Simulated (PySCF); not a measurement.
Radial density of F⁺ (fluorine, charge +1)

TPSSh, [He] 2s2 2p4, high-spin 3P determinant. Computed with PySCF 2.14 in x2c-TZVPPall with one added diffuse shell each of s, p, d type (6s4p3d1f, 40 functions), with scalar relativity by spin-free X2C-1e.

```tsv
r (bohr)	4πr²ρ (e/bohr)	4πr²(ρα − ρβ)
0.00240	0.03325	0.0000
0.00403	0.09066	0.0000
0.00678	0.2396	-0.0001
0.0114	0.6166	-0.0001
0.0192	1.503	-0.0002
0.0323	3.342	0.0004
0.0543	6.351	0.0058
0.0913	9.308	0.0372
0.154	8.974	0.1730
0.258	5.144	0.6250
0.434	4.391	1.5084
0.731	5.927	1.9463
1.23	3.272	1.0128
2.07	0.4973	0.1542
3.48	0.01479	0.0042
```

Densities and radii are taken from the X2C orbitals without a picture-change correction, which distorts them close to the nucleus.
